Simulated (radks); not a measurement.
Spherical quantum dot in the effective-mass picture: electrons in a well V = -V0 / (1 + exp((r - R)/a)) with V0 = 57.7, R = 1.56, a = 0.19, all in effective atomic units (hartree* = m*/eps^2 hartree, bohr* = eps/m* bohr), one dielectric constant everywhere. Method: non-relativistic Kohn-Sham, PBE, spin-polarised, spherical densities; computed with a radial shooting solver with Libxc functionals. Levels are named by radial order and angular momentum (1s, 1p, 1d, 2s, ...), and open shells are averaged over m. Results are scaled to m* = 0.417 and eps = 5.4, for which hartree* = 389.1 meV and bohr* = 0.6853 nm.

N = 36, configuration 1s2 1p6 1d10 2s2 1f14 2p(up 2, down 0). This is the lowest configuration that the search found. Occupied and some empty levels:

| level | occupation | eigenvalue (meV) | <r> (nm) |
|---|---|---|---|
| 1s up | 1 | -7909.7 | 0.5883 |
| 1s down | 1 | -7882.3 | 0.5921 |
| 1p up | 3 | -7235.9 | 0.6557 |
| 1p down | 3 | -7218.5 | 0.6574 |
| 1d up | 5 | -6267.8 | 0.7066 |
| 1d down | 5 | -6255.9 | 0.7071 |
| 2s up | 1 | -5326.4 | 0.5388 |
| 2s down | 1 | -5277.2 | 0.5358 |
| 1f up | 7 | -5067.8 | 0.7487 |
| 1f down | 7 | -5057.4 | 0.7485 |
| 2p up | 2 | -3924.9 | 0.6224 |
| 2p down | 0 | -3874.3 | 0.6237 |
| 1g up | 0 | -3672.3 | 0.7855 |
| 1g down | 0 | -3661.4 | 0.7851 |
| 2d up | 0 | -2386.8 | 0.6889 |
| 2d down | 0 | -2349.3 | 0.6912 |
| 3s up | 0 | -1878.0 | 0.6186 |
| 3s down | 0 | -1857.4 | 0.6178 |

Energy (meV): total -430461, kinetic 91977, external -730450, Hartree 224410, exchange-correlation -16400.
